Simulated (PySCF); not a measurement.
SMILES c1ccc(-c2cccs2)c(c1)F, GFN2-xTB optimised geometry. Atoms within 1.6 Å of the plane z = 0.0 Å (x, y, z in Å): F1 (-2.32, -0.61, 0.00), C2 (-1.63, 0.56, 0.00), C3 (-2.37, 1.72, 0.00), C4 (-1.73, 2.95, 0.00), C5 (-0.34, 2.99, 0.00), C6 (0.39, 1.82, 0.00), C7 (-0.23, 0.56, 0.00), C8 (0.57, -0.65, 0.00), C9 (0.18, -1.96, 0.00), C10 (1.26, -2.87, 0.00), C11 (2.47, -2.24, 0.00), S12 (2.31, -0.54, 0.00), H13 (-3.45, 1.65, 0.00), H14 (-2.30, 3.86, 0.00), H15 (0.17, 3.94, 0.00), H16 (1.46, 1.86, 0.00), H17 (-0.84, -2.29, 0.00), H18 (1.14, -3.94, 0.00), H19 (3.45, -2.68, 0.00).

Level of theory: PySCF with PBE0/def2-SVP. Cells within 0.4 Å of a nucleus heavier than hydrogen are left out (blank, or x).

Map of the electron localisation function on the plane z = 0.0 Å:

```
|000000000000000000000000000|
|000000000000000000000000000|
|000000178200189600000000000|
|000000899800799940000000000|
|000002999920899940000000000|
|000000799954899800000000000|
|000000068x48x36100000000000|
|000011026xx8x36236500000000|
|000499858944695799910000000|
|00089993x5203xx999800000000|
|00089996x841683798000000000|
|000499748518257200155300000|
|000000003xx9xx5104898620000|
|000000367747598564189630000|
|00000278x72037x290x08520000|
|00000158x83026x271x15200000|
|000000257601479515983000000|
|0000000110399xx414346520000|
|0000000001999x5858xx9996000|
|000000000799958xx8679998000|
|0000000003872045x5359997000|
|000000000000008997004871000|
|000000000000029999000000000|
|000000000000029999000000000|
|000000000000006995000000000|
|000000000000000000000000000|
|000000000000000000000000000|
```
Scale: ten equal steps from 0.000 (start of '0') to 1.000 (end of '9'), in the order '0123456789'; x runs from -6.00 to 6.00, y from -6.00 (bottom) to 6.00 (top).
